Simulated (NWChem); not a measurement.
Molecule: InH$_{3}$S; SMILES [SH][InH2]

```xyz
5

In    -0.0245    -0.6684     0.0000
H      1.5156    -1.4299     0.0000
H     -1.5985    -1.3641     0.0000
S      0.0768     1.7414     0.0000
H     -1.2645     1.9049     0.0000
```
Atoms are numbered in this order, from 1.

Level: PBE0/def2-SVP with def2 effective core potentials on In (NWChem), optimised geometry, unscaled harmonic frequencies. def2 effective core potentials on In; no spin-orbit coupling.

**Question.** List the harmonic frequencies with IR intensities, and the thermochemistry.

**Answer.** 
| frequency (cm⁻¹) | IR intensity (km/mol) |
|---|---|
| 342 | 15.5 |
| 348 | 38.9 |
| 357 | 38.4 |
| 517 | 86.1 |
| 583 | 162.9 |
| 671 | 10.8 |
| 1818 | 120.8 |
| 1835 | 210.6 |
| 2721 | 0.9 |

```json
{
 "zero_point_energy": "13.1 kcal/mol",
 "thermal correction to the enthalpy at 298.15 K (with zero-point energy)": "16.5 kcal/mol",
 "heat capacity Cv": "13.9 cal/(mol K)",
 "entropy at 298.15 K and 1 atm (symmetry number 1)": "69.4 cal/(mol K)"
}
```

Rigid rotor and harmonic oscillator.
